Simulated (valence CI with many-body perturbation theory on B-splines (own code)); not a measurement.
## Valence orbitals of Tl49+

Computed by valence CI with perturbative core correlation (CI+MBPT): four valence electrons over a frozen Dirac-Fock core [Ar] 3d10, radial functions for each j: 11 s, 11 p, 10 d, 8 f, 5 g, 2 h, with the one-electron correlation potential Σ1, the two-electron term Σ2, the three-electron term Σ3, Breit, model QED; selected CI, second order for the rest, scaled by the run's own slope (own B-spline code, finite nucleus).

No measured spectrum was set against this ion. As an estimate, large intervals hold to a few tenths of a per cent, small ones and those within an open d or f shell to about a per cent. Among the levels kept, up to 400 cm⁻¹ of a level comes from second order outside the variational space, and about a tenth of that is noise between levels of different J, which matters for small intervals.

These are the spectroscopic orbitals of the CI (the correlating ones are not listed), shaped by the core and the other valence electrons. h is the expectation value of the core's Dirac-Fock operator, without the valence repulsion; Σ1 is computed up to l = 3 at one energy for each symmetry, that of its lowest orbital but kept below the first core excitation, so for empty shells it is not the orbital's own correlation shift; Breit and QED include the response of the core.

| Orbital | h (hartree) | Σ1 (cm⁻¹) | Breit (cm⁻¹) | QED (cm⁻¹) | ⟨r⟩ (bohr) |
| --- | --- | --- | --- | --- | --- |
| 4s1/2 | -116.46 | -15336 | 21117 | 16068 | 0.3483 |
| 5s1/2 | -70.002 | -5638 | 9510 | 7424 | 0.5817 |
| 6s1/2 | -46.727 | -2751 | 4975 | 3974 | 0.8769 |
| 7s1/2 | -33.403 | -1574 | 2965 | 2383 | 1.231 |
| 8s1/2 | -25.063 | -990 | 1910 | 1542 | 1.645 |
| 9s1/2 | -19.497 | -666 | 1303 | 1054 | 2.119 |
| 4p1/2 | -112.2 | -16497 | 33066 | 1151 | 0.3438 |
| 5p1/2 | -67.912 | -6104 | 15019 | 543 | 0.5831 |
| 6p1/2 | -45.564 | -3027 | 7994 | 298 | 0.8824 |
| 7p1/2 | -32.691 | -1746 | 4807 | 181 | 1.241 |
| 8p1/2 | -24.596 | -1105 | 3116 | 118 | 1.660 |
| 9p1/2 | -19.175 | -746 | 2135 | 81.2 | 2.139 |
| 4p3/2 | -106.14 | -13756 | 18675 | 2357 | 0.3651 |
| 5p3/2 | -65.045 | -5411 | 8613 | 1111 | 0.6101 |
| 6p3/2 | -43.982 | -2755 | 5142 | 611 | 0.9153 |
| 7p3/2 | -31.726 | -1613 | 3116 | 372 | 1.280 |
| 8p3/2 | -23.965 | -1030 | 2031 | 244 | 1.705 |
| 9p3/2 | -18.74 | -700 | 1398 | 168 | 2.189 |
| 4d3/2 | -99.69 | -16071 | 14986 | -698 | 0.3511 |
| 5d3/2 | -61.948 | -6155 | 7014 | -305 | 0.6046 |
| 6d3/2 | -42.261 | -3129 | 3852 | -163 | 0.9171 |
| 7d3/2 | -30.671 | -1832 | 2349 | -97.6 | 1.289 |
| 8d3/2 | -23.272 | -1172 | 1539 | -63.2 | 1.722 |
| 4d5/2 | -98.395 | -14994 | 9515 | -18.6 | 0.3568 |
| 5d5/2 | -61.316 | -5746 | 4280 | 15.0 | 0.6116 |
| 6d5/2 | -41.905 | -2924 | 2360 | 14.9 | 0.9255 |
| 7d5/2 | -30.451 | -1714 | 1426 | 11.4 | 1.299 |
| 8d5/2 | -23.126 | -1097 | 929 | 8.5 | 1.733 |
| 4f5/2 | -91.583 | -15372 | 6357 | -501 | 0.3223 |
| 5f5/2 | -58.27 | -5004 | 2717 | -237 | 0.5868 |
| 6f5/2 | -40.248 | -2493 | 1427 | -132 | 0.9087 |
| 7f5/2 | -29.444 | -1464 | 852 | -81.2 | 1.290 |
| 4f7/2 | -91.219 | -14572 | 2787 | -234 | 0.3247 |
| 5f7/2 | -58.065 | -4758 | 1226 | -102 | 0.5897 |
| 6f7/2 | -40.127 | -2382 | 666 | -54.6 | 0.9120 |
| 7f7/2 | -29.367 | -1403 | 403 | -33.0 | 1.294 |
| 5g7/2 | -56.445 |  | 303 | -58.5 | 0.5350 |
| 6g7/2 | -39.219 |  | 246 | -40.1 | 0.8614 |
| 7g7/2 | -28.807 |  | 173 | -27.3 | 1.248 |
| 5g9/2 | -56.36 |  | 9.5 | 1.8 | 0.5364 |
| 6g9/2 | -39.169 |  | 9.4 | -4.8 | 0.8629 |
| 7g9/2 | -28.775 |  | 5.3 | -4.9 | 1.249 |
| 6h9/2 | -38.985 |  |  |  | 0.7746 |
| 6h11/2 | -38.953 |  |  |  | 0.7756 |

Among the shells of the start configuration 4s2 4p2, Σ1 is largest in size for 4p1/2, where it is 0.067 % of h.

Lowest root of each symmetry, sizes in configuration state functions:

| J | Parity | Roots | Reference | Variational | Second order | Change by selected CI (cm⁻¹) | Change by second order (cm⁻¹) |
| --- | --- | --- | --- | --- | --- | --- | --- |
| 0 | even | 11 | 43 | 19855 | 55412 | -5824 | -1 |
| 1 | even | 18 | 88 | 32000 | 211538 | -5044 | -27 |
| 2 | even | 27 | 127 | 31998 | 366257 | -5672 | -91 |
| 3 | even | 19 | 108 | 32000 | 431041 | -7008 | -133 |
| 4 | even | 13 | 91 | 31996 | 416979 | -10837 | -181 |
| 5 | even | 4 | 52 | 31986 | 313338 | -5996 | -32 |
| 0 | odd | 8 | 44 | 22399 | 67805 | -5182 | -2 |
| 1 | odd | 22 | 119 | 31998 | 258187 | -5690 | -46 |
| 2 | odd | 28 | 157 | 31995 | 372539 | -4523 | -109 |
| 3 | odd | 24 | 157 | 31998 | 449265 | -7526 | -205 |
| 4 | odd | 16 | 129 | 31999 | 435959 | -6693 | -185 |
| 5 | odd | 7 | 87 | 32000 | 354397 | -8996 | -146 |
| 6 | odd | 2 | 46 | 25975 | 236384 | -10516 | -27 |
